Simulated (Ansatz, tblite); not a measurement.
Isomers of Rb$_{3}$H$_{4}$⁻ (singlet), found by a short tight-binding search and relaxed with PBE0-D4/def2-TZVPD in Ansatz.

In the def2 sets Rb takes a core potential; there is no spin–orbit coupling. The xTB rows come from tblite. Correlated methods freeze no core orbitals; core or outer-core shells of Rb are correlated, in sets that lack core-valence functions.

C: At LDA (SPW92)/def2-TZVPD, PBE-D4/def2-TZVPD, r2SCAN-D4/def2-TZVPD the highest occupied level of the charge -1 singlet lies above zero (up to 0.23 eV). The electron is either unbound and held by the finite basis, or the level is raised by self-interaction error.

Other spin states weren't relaxed.

A:

```xyz
7

Rb    1.052   -0.203    2.082
Rb   -1.368   -1.726   -0.789
Rb    0.133    2.017   -1.182
H     0.430   -2.665    1.051
H     2.214    1.769    0.581
H    -1.799    0.836    1.076
H    -0.661   -0.028   -2.820
```

B:

```xyz
7

Rb   -2.201   -0.586    0.212
Rb    0.839    1.717    1.260
Rb    1.436   -1.387   -1.120
H     0.295   -1.034    1.422
H     2.670    1.060   -0.712
H    -1.144   -1.833   -2.025
H    -1.894    2.063    0.964
```

C:

```csv
atom,x (Å),y (Å),z (Å)
Rb1,1.129,1.691,1.217
Rb2,-0.117,-0.501,-2.203
Rb3,-0.995,-0.974,1.920
H4,1.300,-0.968,0.300
H5,0.172,0.810,3.601
H6,-1.314,1.040,-0.029
H7,-0.175,-1.098,-4.806
```

Estimate their order by electronic energy at CCSD(T)/def2-TZVPPD, counted from the lowest.

B (0.00) < A (0.12) < C (0.37), in eV.

Do the other levels pick the same lowest one?

Not GFN2-xTB. Energies above each level's lowest (eV):

| level | A | B | C |
| --- | --- | --- | --- |
| GFN1-xTB | 0.19 | 0.00 | 1.72 |
| GFN2-xTB | 0.00 | 0.30 | 0.53 |
| HF/def2-TZVPPD | 0.06 | 0.00 | 0.37 |
| LDA (SPW92)/def2-TZVPD | 0.17 | 0.00 | 0.38 |
| PBE-D4/def2-TZVPD | 0.06 | 0.00 | 0.38 |
| r2SCAN-D4/def2-TZVPD | 0.10 | 0.00 | 0.37 |
| PBE0-D4/def2-TZVPD | 0.08 | 0.00 | 0.39 |
| ωB97X-V/def2-TZVPD | 0.12 | 0.00 | 0.39 |
| MP2/def2-TZVPPD | 0.14 | 0.00 | 0.38 |
| CCSD/def2-TZVPPD | 0.12 | 0.00 | 0.37 |
| CCSD(T)/def2-TZVPPD | 0.12 | 0.00 | 0.37 |
Point groups (tolerance 0.1 Å): A C3v, B C3v, C not assigned. Lower isomers may exist.
